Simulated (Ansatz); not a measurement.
`[F][AlH2]` + `N[SiH2]F` → `F[SiH2][NH][AlH2]` + H–F  (ligand exchange at the Al–F bond)

Calculated with Ansatz (gas phase, PBE0-D4/def2-TZVP geometries, no zero-point term in ΔE). CCSD(T)/CBS is the MP2 limit (def2-TZVPP, def2-QZVPP) plus CCSD(T) − MP2 in def2-TZVPP, frozen cores. This one scheme is used for every species. Functionals use def2-TZVPP. HSE06 is defined as in plane-wave codes. One conformer a species, not always the lowest.

| level | ΔE (kJ/mol) |
| --- | --- |
| revPBE-D4 | 79.0 |
| ωB97X-V | 87.5 |
| HSE06 | 84.0 |
| CCSD/def2-SVP | 86.0 |

(1) What does CCSD(T)/CBS give? (An estimate is asked.)

Largest T1 diagnostic among the species: 0.012.

Answers

(1) Ansatz gave: +81.7 kJ/mol. The listed levels differ from it by -2.7, 5.8, 2.3, 4.3 kJ/mol.

In def2-TZVPP, CCSD(T) changes the Hartree–Fock value by −16.3 kJ/mol (the triples alone add −2.7 kJ/mol) and MP2 by −16.1 kJ/mol. Leaving LDA and LC-ωPBE aside and taking each functional with its dispersion term where it has one, the values, not all of them listed here, spread over 12.2 kJ/mol, from revPBE-D4 to CAM-B3LYP-D4. LDA lies −6.3 kJ/mol from PBE without D4.
